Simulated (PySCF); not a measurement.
**Ionisation energy of Co⁺ by level of theory**

Co⁺ [Ar] 3d8 (3F) → Co²⁺ [Ar] 3d7 (4F), as a difference of total energies. Computed with PySCF 2.14 in x2c-QZVPPall (11s7p5d4f2g, 103 functions), with the spin-free X2C one-electron Hamiltonian (Gaussian nucleus). Correlated levels: valence: [Ar] frozen. The calculations carry no spin-orbit coupling.

| method | ionisation energy (eV) | plus first-order spin-orbit estimate | error of that sum (eV) |
| --- | --- | --- | --- |
| UHF | 14.177 | 14.166 | -2.918 |
| MP2 (valence) | 16.969 | 16.958 | -0.126 |
| SCS-MP2 (valence) | 16.868 | 16.857 | -0.227 |
| CCSD (valence) | 16.446 | 16.436 | -0.648 |
| CCSD(T) (valence) | 16.625 | 16.614 | -0.470 |

Reference: 17.084 eV (measured; NIST Atomic Spectra Database, ionization energies).

A first-order spin-orbit estimate (lowest level to lowest level, LS coupling) adds -0.011 eV.

Errors of the correlated levels include the incompleteness of this basis and the frozen core.
